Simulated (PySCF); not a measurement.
# SMILES C#CN1BNB(C=S)NB1, C₃H₆B₃N₃S

Molfile (atoms numbered from 1):
```
C3H6B3N3S
     RDKit          3D

 16 16  0  0  0  0  0  0  0  0999 V2000
    4.1133   -0.4699    0.0037 C   0  0  0  0  0  0  0  0  0  0  0  0
    2.9220   -0.2584    0.0264 C   0  0  0  0  0  0  0  0  0  0  0  0
    1.5886   -0.0216    0.0504 N   0  0  0  0  0  0  0  0  0  0  0  0
    0.8765    0.1593   -1.2038 B   0  0  0  0  0  0  0  0  0  0  0  0
   -0.5157    0.4034   -1.1283 N   0  0  0  0  0  0  0  0  0  0  0  0
   -1.2334    0.4800    0.0959 B   0  0  0  0  0  0  0  0  0  0  0  0
   -2.7903    0.7591    0.1012 C   0  0  0  0  0  0  0  0  0  0  0  0
   -3.6503    1.0108   -1.2512 S   0  0  0  0  0  0  0  0  0  0  0  0
   -0.4974    0.2972    1.3046 N   0  0  0  0  0  0  0  0  0  0  0  0
    0.9021    0.0473    1.3235 B   0  0  0  0  0  0  0  0  0  0  0  0
    5.1695   -0.6575   -0.0166 H   0  0  0  0  0  0  0  0  0  0  0  0
    1.4711    0.0986   -2.2482 H   0  0  0  0  0  0  0  0  0  0  0  0
   -1.0576    0.5416   -1.9775 H   0  0  0  0  0  0  0  0  0  0  0  0
   -3.3217    0.7906    1.0692 H   0  0  0  0  0  0  0  0  0  0  0  0
   -0.9806    0.3461    2.1930 H   0  0  0  0  0  0  0  0  0  0  0  0
    1.5114   -0.1041    2.3504 H   0  0  0  0  0  0  0  0  0  0  0  0
  1  2  3  0
  2  3  1  0
  3  4  1  0
  4  5  1  0
  5  6  1  0
  6  7  1  0
  7  8  2  0
  6  9  1  0
  9 10  1  0
 10  3  1  0
  1 11  1  0
  4 12  1  0
  5 13  1  0
  7 14  1  0
  9 15  1  0
 10 16  1  0
M  END
```

Method used: PySCF, TDDFT CAM-B3LYP/aug-cc-pVDZ excited states, vertical, gas phase. Geometry: PBE0-D3(BJ)/def2-SVP.

**Question.** Give the one- and two-photon strengths of the lowest singlets.

**Answer.** δ for parallel linear polarisation; σ at the peak of a Lorentzian of half width 0.1 eV, single beam; Ω is circular over linear.
| state | E (eV) | f | photon λ (nm) | δ (au) | σ (GM) | Ω | main |
| --- | --- | --- | --- | --- | --- | --- | --- |
| S1 | 1.89 | 0.000 | 1315 | 0.4 | 0.00 | 1.49 | HOMO→LUMO 0.98 |
| S2 | 4.39 | 0.215 | 564 | 4890 | 34.58 | 0.64 | HOMO−1→LUMO 0.93 |
| S3 | 5.19 | 0.007 | 478 | 329 | 3.24 | 0.69 | HOMO−3→LUMO 0.90 |
| S4 | 5.45 | 0.000 | 455 | 0.21 | 0.00 | 1.48 | HOMO−2→LUMO 0.92 |
| S5 | 5.68 | 0.149 | 436 | 1020 | 12.05 | 0.93 | HOMO−4→LUMO 0.77 |
| S6 | 5.80 | 0.002 | 427 | 0.54 | 0.01 | 1.21 | HOMO−7→LUMO 0.62, HOMO−8→LUMO 0.26 |

Among these, the strongest one-photon state is S2, the strongest two-photon state S2, with a dipole change of 15.6 D (relaxed, norm of the difference vector).
